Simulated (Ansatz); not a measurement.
Consider the cleavage of the Si–Sn bond: `C[SiH](F)[SnH3]` + `N[SiH2]F` → `C[SiH](F)N[SiH2]F` + `[SnH4]`.

Program: Ansatz. Geometries: PBE0-D4/def2-TZVP. ΔE: electronic, gas phase. CBS: MP2 limit from def2 TZ/QZ plus the TZ coupled-cluster correction, frozen cores. DFT in def2-TZVPP. B3LYP here is the variant with VWN-RPA as its local correlation; programs differ in this. def2 core potentials past Kr. For Sn outer-core shells are correlated without core-valence functions, which leaves a few kJ/mol of doubt a bond. One conformer a species, not always the lowest.

(1) Is it downhill or uphill in electronic energy at CCSD(T)/CBS, and by how much? (Best estimate.)

(2) What do these levels give: B3LYP-D4, r2SCAN, PBE0, CCSD(T)/def2-TZVPP, HF/def2-QZVPP, MP2/def2-QZVPP? (Best estimate.)

Largest T1 diagnostic among the species: 0.013.

Answers

(1) The calculation gave: Downhill: ΔE = -0.62 eV.

(2) Ansatz gave: B3LYP-D4 -0.63, r2SCAN -0.63, PBE0 -0.54, CCSD(T)/def2-TZVPP -0.71, HF/def2-QZVPP -0.80, MP2/def2-QZVPP -0.66 eV.

The D4 term adds −0.03 eV with B3LYP and −0.02 eV with PBE0; it sums over pairs of atoms, weighted by their polarisabilities, and B3LYP, whose exchange is more repulsive, gets the larger term. In def2-TZVPP, CCSD(T) changes the Hartree–Fock value by +0.09 eV (the triples alone add +0.01 eV) and MP2 by +0.09 eV.
